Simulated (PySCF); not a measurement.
An unknown shows these calculated signals:

¹H NMR (600 MHz, computed): δ 6.56 (t, 1H), 5.21 (s, 2H), 5.10 (d, 2H), 3.78 (s, 3H), 2.48 (q, 2H), 1.16 (t, 3H).

¹³C{¹H} NMR (computed): δ 176.7 (C), 146.1 (CH), 53.4 (CH3), 35.5 (CH2), 18.2 (CH3).

Computational details: structure optimised with GFN2-xTB, σ from GIAO-PBE0/pcSseg-1, in PySCF (non-relativistic, one conformer, rapidly exchanging positions averaged, isolated molecule).

References, each an isolated molecule treated in the same way: TMS for ¹H (31.72 ppm) and ¹³C (186.93 ppm).

**Question.** Which of these does the molecule contain: an OH group, a Si–H bond, a benzene ring, a non-aromatic C=C double bond, a CH3CH2 unit, a heteroaromatic ring?

**Answer.** 
- An OH group: no.
- A Si–H bond: yes (δH 5.10 (d)).
- A benzene ring: no.
- A non-aromatic C=C double bond: yes.
- A CH3CH2 unit: yes (δC 18.2, 35.5; δH 1.16 (t), 2.48 (q)).
- A heteroaromatic ring: no.

The data belong to `CC/C(=C\[SiH2]OC)[SiH2]Cl`, C5H13ClOSi2; they needn't prove each group on their own.

Carbon signals by region: 1 in the far downfield region (above 160 ppm), 1 in the sp2 and nitrile region (100–160 ppm), 1 at 50–100 ppm, 2 below 50 ppm. Above 160 ppm: 176.7, fully substituted alkene carbon.

Shifts are as computed. Against solution values, carbons near 30 ppm lie about +3 ppm off and those near 130 ppm about +5 ppm. Of 1211 compounds with measured shifts, 218 miss one by over three times the rms of a fit or turn the order of signals round; such compounds aren't used in these exercises. Multiplicities follow the n + 1 count of equivalent neighbours, as no J values were calculated; m marks all less simple cases, F and P coupling included.
